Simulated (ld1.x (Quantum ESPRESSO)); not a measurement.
**What one change does to a pseudopotential (S (Z = 16), RRKJ)**

sulfur, norm-conserving RRKJ (Kleinman–Bylander form), made with ld1.x (Quantum ESPRESSO) 7.5 (PBEsol, scalar-relativistic). Core [Ne], reference 3s2 3p4. Waves: 3p (bound): rc 1.55 bohr; 3s (bound): rc 1.40 bohr. Local part: the s channel. Core correction: Bessel-smoothed model core inside 1.35 bohr.

All-electron outer shells of the reference configuration (PBEsol, scalar-relativistic, ld1.x):

| shell | level (eV) | outermost node (bohr) | outermost maximum (bohr) |
| --- | --- | --- | --- |
| 2s | -211.24 | 0.13 | 0.39 |
| 2p | -156.32 | – | 0.33 |
| 3s | -17.19 | 0.60 | 1.40 |
| 3p | -6.98 | 0.58 | 1.61 |

Change: wave 3p (bound): rc 1.55 bohr becomes 3p (bound): rc 0.98 bohr.

Cutoffs: the cutoffs (Ry, on a coarse ladder) from which the occupation-weighted sum of valence levels, in a spherical-Bessel basis at the reference potential, stays within 10 and 1 mRy of its value at 400 Ry; they do not see the model core or the augmentation charge, which bear on the density cutoff. Errors are all-electron minus pseudo energies relative to the spin-unpolarised reference configuration.

Question: What does the change do?

Answer: The potential gets harder (45 Ry and 60 Ry → 140 Ry and 200 Ry); of the 7 tests that both files solve, the error grows in 3 and shrinks in 2 by more than 15 % and 0.3 meV (median size 3.3 → 12.2 meV); neither file shows a bound ghost. A smaller radius makes the pseudo-wave follow the all-electron one further in, where it bends more sharply, so more plane waves are needed.

```tsv
quantity	base	changed
cutoff, loose	45 Ry	140 Ry
cutoff, tight	60 Ry	200 Ry
loose cutoff by channel (10 mRy a level)	p 25 Ry, s 21 Ry	p 110 Ry, s 21 Ry
bound ghosts	none	none
error for 3s2 3p3, meV [ΔE 11.73 eV]	+2.8	+3.1
error for 3s2 3p2, meV [ΔE 33.97 eV]	+22	+18
error for 3s2 3p1, meV [ΔE 67.97 eV]	+80	+45
error for 3s1 3p5, meV [ΔE 10.28 eV]	-3.3	+5.1
error for 3s1 3p4, meV [ΔE 22.58 eV]	-0.5	+12
error for 3s0 3p6, meV [ΔE 20.68 eV]	-13	+23
error for 3s2 3p3.5, meV [ΔE 4.64 eV]	+0.3	+0.5
```
